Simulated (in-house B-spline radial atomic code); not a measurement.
**RPA and G0W0 on LDA exchange-only: Ag VII (Ag6+)**

Configuration [Kr] 4d5, highest spin, mean-field start LDA exchange-only. Computed with an all-electron radial atomic-structure program (B-spline basis): all electrons, non-relativistic, point nucleus, each spin shell either full or empty, empty states to l = 9 with an (l + 1/2)⁻⁴ tail; G0W0 by contour deformation at full frequency.

Without relativity these are model numbers: it shifts the levels of so heavy an element strongly and can reorder them.

Command:
```bash
python run_gw.py task.json out
```
Settings (radii: box in bohr, nucleus in fm):
```
Z                        47
electrons                41
configuration            [Kr] 4d5
hamiltonian              nr
method                   lda,
lmax                     9
spin_polarised           True
box_radius               9.29
intervals                51
```

Time taken, with all properties: 1.9 s on 1 thread of Intel(R) Xeon(R) 6975P-C, on a shared host.

Energies (hartree):

```csv
term,value
mean-field total,-5181.01436
Hartree-Fock functional on these orbitals,-5188.19256
direct second order,-3.4877
second-order exchange,0.9972
SOSEX correction,0.93594
```

**Question.** What is the RPA correlation energy, and what remains with SOSEX?

**Answer.** RPA gives -3.116 hartree (-2.07 eV per electron); RPA + SOSEX gives -2.1801, and the second-order doubles -2.4905 hartree (no singles). RPA lacks exchange-type terms and so overcorrelates at short range.

Quasi-particle levels (eV):

```
  level  occupied  mean field  Σx - vxc     Σc  QP weight     G0W0
  4d up       yes      -96.96    -11.71      ?          ?        ?
4p down       yes     -144.76    -12.80  -0.07      0.946  -157.62
4d down        no      -91.37     10.07  -4.00      0.961   -85.30
```

G0W0 = mean field + (Σx - vxc) + Σc, with Σc (partial-wave tail included) taken at the quasi-particle energy. Only the outer levels were computed. Levels of low weight are left out.

**Question.** Where does G0W0 put 4d up?

**Answer.** At -108.59 eV, with Σc = 0.08 eV and a quasi-particle weight of 0.959. The tabulated removal energy is 106 ± 2 eV (NIST, tabulated theory); the calculation leaves out relativity, Breit and QED terms, and what these don't explain is the method's own error.
